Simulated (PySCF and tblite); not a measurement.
The numbers below are computed, except where a source is named.
C₅H₁₄Si₂, numbered as in [SiH3:1][C@@H:2]1[CH2:3][CH2:4][CH2:5][SiH2:6][CH2:7]1.

Search: ETKDG, MMFF94s, GFN2-xTB, 60 starts; geometries at GFN2-xTB. Energies: PBE0-D3(BJ)/pcSseg-1, with GFN2-xTB thermal terms (modes under about 100 cm⁻¹ blended into free rotors). Symmetry numbers and mirror images are counted. Conformers within 3 kcal/mol (GFN2-xTB free energy) were kept, 10 at most. GIAO shieldings: PBE0/pcSseg-1. Shifts are against TMS (¹H), TMS (¹³C), TMS (²⁹Si) at the same level. Programs: PySCF with density fitting and tblite.

The 6-ring runs over atoms 2–3–4–5–6–7.

| conformer | shape | symmetry | E(GFN2) kcal/mol | E(DFT) kcal/mol |
| --- | --- | --- | --- | --- |
| 1 | 6-ring chair (all substituents equatorial) | C1 | 0.00 | 0.00 |
| 2 | 6-ring chair (Si1 axial) | C1 | 0.87 | 1.25 |

Problem. How much do the weights at 298.15 K and the averaged shift of Si1 depend on how the conformers are weighted?

Solution. 
```json
{"weighting": "DFT energy with thermal terms, symmetry and mirror images (full scheme)", "1 (%)": "93", "2 (%)": "7", "δ (ppm)": "-58.9", "rms dipole (D)": "0.64"}
{"weighting": "DFT energy with symmetry and mirror images", "1 (%)": "89", "2 (%)": "11", "δ (ppm)": "-59.4", "rms dipole (D)": "0.66"}
{"weighting": "bare DFT energy", "1 (%)": "89", "2 (%)": "11", "δ (ppm)": "-59.4", "rms dipole (D)": "0.66"}
{"weighting": "GFN2-xTB energy with symmetry and mirror images", "1 (%)": "81", "2 (%)": "19", "δ (ppm)": "-60.4", "rms dipole (D)": "0.69"}
{"weighting": "GFN2-xTB free energy", "1 (%)": "87", "2 (%)": "13", "δ (ppm)": "-59.6", "rms dipole (D)": "0.67"}
{"weighting": "leading conformer alone", "1 (%)": "100", "2 (%)": "0", "δ (ppm)": "-57.9", "rms dipole (D)": "0.62"}
{"weighting": "equal weights", "1 (%)": "50", "2 (%)": "50", "δ (ppm)": "-64.6", "rms dipole (D)": "0.79"}
```

The largest departure from the full scheme, 5.7 ppm, comes with: equal weights.

Unscaled ²⁹Si shifts at such levels can be off by tens of ppm; differences between conformers or isomers are more reliable.
